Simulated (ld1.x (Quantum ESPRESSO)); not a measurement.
# Configuration tests for promethium (Pm) (TM)

ld1.x (Quantum ESPRESSO) 7.5 input, shortened:

```
&input
   title='Pm', zed=61., rel=1, dft='PZ', iswitch=3,
   config='[Xe] 4f5 5d0 6s0 6p0'
 /
 &inputp
   pseudotype=2, tm=.true., lloc=1,
   nlcc=.false.
 /
4
5S  1  0   2.00   0.00  2.35  2.35  0.0
5D  3  2   0.00   0.00  2.05  2.05  0.0
4F  4  3   5.00   0.00  1.00  1.00  0.0
5P  2  1   6.00   0.00  1.50  1.50  0.0
 &test
   configts(1)='4f5 5s2 5p6 5d0 6s0 6p0'
 /
```

Energies are relative to the spin-unpolarised reference configuration 4f5 5s2 5p6 5d0 6s0 6p0; without spin polarisation the order of configurations can differ from experiment. Spin-polarised rows fill each open shell by Hund’s rule, majority spin first. Not all tests gave a result: 4 of 9 tests not solved or not reliable. Left out of the table: 4f5 5s2 5p6 5d0 6s0 6p2 (pseudo-atom not self-consistent, printed error -1647 eV); 4f5 5s2 5p6 5d0 6s1 6p1 (solver errors, printed error -1.3 eV); 4f6 5s2 5p6 5d0 6s0 6p0 (solver errors, printed error -74 meV); 4f5 5s2 5p6 5d0 6s0 6p0 (spin-polarised) (solver errors, printed error +8.0 eV).

(1) Give the all-electron excitation energy and the error of the potential for: 4f5 5s2 5p6 5d0 6s2 6p0; 4f5 5s2 5p6 5d0 6s1 6p0; 4f4 5s2 5p6 5d0 6s0 6p0; 4f4 5s2 5p6 5d1 6s2 6p0; 4f5 5s2 5p6 5d0 6s2 6p0 (spin-polarised).

## Answers

(1)

| valence configuration | charge | ΔE all-electron (eV) | error AE − PS (meV) |
| --- | --- | --- | --- |
| 4f5 5s2 5p6 5d0 6s2 6p0 | 0 | -17.219 | +585 |
| 4f5 5s2 5p6 5d0 6s1 6p0 | +1 | -11.144 | +407 |
| 4f4 5s2 5p6 5d0 6s0 6p0 | +3 | 23.507 | -62 |
| 4f4 5s2 5p6 5d1 6s2 6p0 | 0 | -14.731 | +876 |
| 4f5 5s2 5p6 5d0 6s2 6p0 (spin-polarised) | 0 | -20.954 | +8333 |
